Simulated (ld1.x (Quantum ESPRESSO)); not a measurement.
potassium (K): variants of one TM potential

Base potential:

| Item | Value |
| --- | --- |
| Element | potassium (K) |
| Generator | ld1.x (Quantum ESPRESSO) 7.5 |
| Type | norm-conserving Troullier–Martins (Kleinman–Bylander form) |
| Functional | LDA (PZ) |
| Relativity | scalar-relativistic |
| Frozen core | [Ar] |
| Valence charge | 1 |
| Reference configuration | 4s0.75 4p0.25 |
| Partial waves | 4s (bound): rc 2.90 bohr; 4p (bound): rc 4.20 bohr; 3d channel at 0.05 Ry: rc 3.65 bohr |
| Local potential | the d channel |
| Core correction | none |

All-electron outer shells of the reference configuration (LDA (PZ), scalar-relativistic, ld1.x):

| shell | level (eV) | outermost node (bohr) | outermost maximum (bohr) |
| --- | --- | --- | --- |
| 3p | -19.22 | 0.45 | 1.15 |
| 4s | -2.62 | 1.58 | 3.98 |
| 4p | -1.01 | 1.87 | 5.71 |

Cutoffs, loose and tight: the cutoffs (Ry, on a coarse ladder) from which the occupation-weighted sum of valence levels, in a spherical-Bessel basis at the reference potential, stays within 10 and 1 mRy of its value at 400 Ry. They do not see the model core or the augmentation charge, which bear on the density cutoff. Test errors are all-electron minus pseudo excitation energies from the reference, over the configurations 4s1 4p0; 4s0.5 4p0; 4s0 4p1 (two spin-polarised tests are not counted in the largest error). A dash means not determined; rows that change the core or the reference have their own tests.

A true bound ghost makes a file unfit for plane-wave use even where its test errors are small: the radial tests pick states by their node count and pass the ghost by.

```csv
change,outcome,"cutoff, loose","cutoff, tight",bound ghosts,largest test error (meV)
base,generated,8 Ry,8 Ry,s,+36
wave 4p (bound): rc 4.20 bohr becomes 4p (bound): rc 2.78 bohr,generated,8 Ry,15 Ry,s,+58
wave 4p (bound): rc 4.20 bohr becomes 4p (bound): rc 3.26 bohr,generated,8 Ry,8 Ry,s,+38
wave 4p (bound): rc 4.20 bohr becomes 4p (bound): rc 4.04 bohr,generated,8 Ry,8 Ry,s,+36
wave 4p (bound): rc 4.20 bohr becomes 4p (bound): rc 4.64 bohr,generated,8 Ry,8 Ry,s,+36
wave 4p (bound): rc 4.20 bohr becomes 4p (bound): rc 5.06 bohr,generated,8 Ry,8 Ry,s,+36
wave 4p (bound): rc 4.20 bohr becomes 4p (bound): rc 5.60 bohr,generated,8 Ry,8 Ry,s,+36
wave 4p (bound): rc 4.20 bohr becomes 4p (bound): rc 6.24 bohr,generated,8 Ry,8 Ry,s,+35
```

Reading the sweep of the p radius (base included, trends over the rows without a ghost): Bound ghosts are found at 2.78, 3.26, 4.04, 4.2, 4.64, 5.06, 5.6, 6.24 bohr. Every judged row has one, so this setting neither creates nor removes them.
